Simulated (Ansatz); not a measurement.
`[SiH3][AlH][Cl]` + `O=CO` → `O=CO[SiH3]` + `[AlH2][Cl]` at 500 K and 1 bar (cleavage of the Si–Al bond).

Calculated with Ansatz (gas phase, PBE0-D4/def2-TZVP geometries, no zero-point term in ΔE). CCSD(T)/CBS adds triple-zeta CCSD(T) − MP2 to the extrapolated MP2 energy (def2 sets, frozen cores). This one scheme is used for every species. One conformer a species, not always the lowest.

```
          species  CCSD(T)/CBS energy (Eh)  H − E (kJ/mol)  S (J/(mol·K))
`[SiH3][AlH][Cl]`               -993.32756           124.2          389.8
           `O=CO`               -189.60296           110.7          274.8
     `O=CO[SiH3]`               -479.91321           164.7          349.0
     `[AlH2][Cl]`               -703.04476            61.1          282.3
```

H − E and S are ideal-gas, rigid-rotor, harmonic terms from PBE0-D4/def2-TZVP, for one conformer and one mirror image of each species. 1 Eh = 2625.50 kJ/mol, R = 8.31446 J/(mol·K).

By hand: ΔE, ΔH, ΔS and ΔG.

ΔE = (-479.91321) + (-703.04476) − (-993.32756) − (-189.60296) = -0.02745 Eh = -72.1 kJ/mol. Δ(H − E) = 164.7 + 61.1 − 124.2 − 110.7 = -9.1, so ΔH = -81.2 kJ/mol. ΔS = 349.0 + 282.3 − 389.8 − 274.8 = -33.3 J/(mol·K). ΔG = -81.2 − 500 × (-33.3)/1000 = -64.6 kJ/mol.

By hand: the equilibrium constant, and the temperature at which ΔG would vanish if ΔH and ΔS stayed fixed.

log₁₀ K = −ΔG/(RT ln 10) = 6.7. ΔG = 0 at ΔH/ΔS = 2438 K.

ΔH outweighs TΔS. A doubt of 5 kJ/mol in ΔE shifts log₁₀ K by 0.5 here. Other conformers and mirror images would add mixing entropy, several J/(mol·K) or more a flexible species. Modes under 60 cm⁻¹, often nearly free rotors, make the harmonic entropy too high. These are equilibria of isolated gas molecules and say nothing of rates. Largest T1 diagnostic: 0.016 (customary marks: 0.02 for closed shells, 0.045 for open ones).
